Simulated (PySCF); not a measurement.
C₄H₆BFO, SMILES FB1OCC=CC1.

Geometry: B3LYP-D3(BJ)/def2-SVP. The structure was generated by enumeration, and PubChem lists no compound with its InChIKey, so it may never have been made. The values are those of a single conformer.

All values below come from CAM-B3LYP/def2-TZVP run with PySCF.

Gas-phase values at a fixed geometry.

| Item | Result |
|---|---|
| total energy | -356.04641 hartree |
| point group | Cs |
| highest occupied level | -8.68 eV |
| lowest empty level | 1.32 eV |
| orbital gap | 10.00 eV |
| dipole moment | 2.67 D |
| quadrupole, principal values (traceless, Buckingham form, about the centre of nuclear charge) | -6.16, 0.95, 5.21 D·Å |
| mean static polarisability | 59.6 bohr³ (8.83 Å³) |
| polarisability, principal values | 43.8, 59.2, 75.7 bohr³ |
